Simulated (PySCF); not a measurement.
# Sn (tin, neutral) across methods

[Kr] 4d10 5s2 5p1 6s1, high-spin 3P determinant (an excited configuration). Calculation: PySCF 2.14, in aug-cc-pwCVTZ-DK3 with one added diffuse shell each of s, p, d, f type (11s10p8d5f1g, 125 functions); the spin-free X2C one-electron Hamiltonian (Gaussian nucleus).

```csv
method,E (hartree),mean ε 5s β (eV),mean ε 5p α (eV),mean ε 6s α (eV),Σ⟨r²⟩ (bohr²),⟨S²⟩
PW91,-6176.63,-13.238,-6.628,-1.916,99.80,2.002
PBE0,-6175.79,-14.076,-7.592,-2.206,101.4,2.003
TPSSh,-6175.87,-13.443,-7.084,-1.966,101.3,2.003
LDA,-6170.11,-13.543,-6.629,-1.926,98.79,2.001
UHF,-6173.39031,-15.878,-10.117,-2.813,110.0,2.010
PBE,-6175.72,-13.161,-6.582,-1.902,100.1,2.002
r2SCAN,-6176.13,-13.378,-6.951,-1.878,101.1,2.005
revPBE,-6175.98,-13.045,-6.565,-1.898,100.4,2.002
```

The outer electron is Rydberg-like, and this basis confines it to a smaller radius and binds it less than a complete one would.
